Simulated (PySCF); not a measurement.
## Magnetisability: C5H10AsBN2

Geometry:
```csv
atom,x (Å),y (Å),z (Å)
N1,5.087,-0.900,1.040
C2,4.110,-0.415,0.675
C3,2.950,0.155,0.250
C4,1.918,0.671,-0.111
C5,0.690,1.260,-0.569
C6,-0.022,0.365,-1.598
B7,-0.475,-1.075,-1.095
N8,-0.365,-1.442,0.231
As9,-2.817,0.722,0.819
H10,0.030,1.429,0.292
H11,0.920,2.235,-1.011
H12,-0.918,0.900,-1.932
H13,0.615,0.270,-2.480
H14,-0.950,-1.832,-1.855
H15,0.102,-0.884,0.929
H16,-0.622,-2.352,0.575
H17,-3.608,-0.445,0.339
H18,-2.591,0.023,2.123
H19,-4.065,1.325,1.384
```

Computed with PySCF, GIAO B3LYP/pcSseg-1 magnetisability, rotational g tensor and spin-rotation constants, non-relativistic, gas phase. Geometry: GFN2-xTB.

The bonding changed while the geometry was optimised; results refer to the coordinates, not to the name. The calculation is non-relativistic, which matters for the atoms heavier than Zn.

**Question.** How diamagnetic is it, and how anisotropic?

**Answer.** Isotropic -1764 × 10⁻³⁰ J/T², or -106.2 × 10⁻⁶ cm³/mol; principal values -2015, -1675, -1602 × 10⁻³⁰ J/T², anisotropy 382 × 10⁻³⁰ J/T² (root of half the summed squared differences of the principal values). The susceptibility is in cgs units.

**Question.** Split it along the inertial axes a, b, c into diamagnetic and paramagnetic parts about the centre of mass, with the quadrupole moment.

**Answer.** 
| axis | χ (10⁻⁶ cm³/mol) | diamagnetic (10⁻⁶ cm³/mol) | paramagnetic (10⁻⁶ cm³/mol) | summed x² of all electrons (Å²) | quadrupole Θ (D Å) |
| --- | --- | --- | --- | --- | --- |
| a | -118.1 | -693.7 | 575.5 | 695.1 | -32.46 |
| b | -99.4 | -3272.7 | 3173.2 | 87.2 | +12.84 |
| c | -101.1 | -3318.7 | 3217.6 | 76.3 | +19.63 |

Anisotropies 2χaa − χbb − χcc = -35.8 and 2χbb − χaa − χcc = +20.3 × 10⁻⁶ cm³/mol. Θ is traceless in Buckingham's convention.

**Question.** And the rotational g tensor?

**Answer.** 
| axis | rotational constant (GHz) | g | nuclear part | electronic part |
| --- | --- | --- | --- | --- |
| a | 2.1665 | -0.0004 | 0.5854 | -0.5858 |
| b | 0.3407 | -0.0073 | 0.5006 | -0.5079 |
| c | 0.3362 | -0.0076 | 0.5005 | -0.5081 |

Asymmetric top; isotopes 75As, 11B, 12C, 1H, 14N; no vibrational averaging.
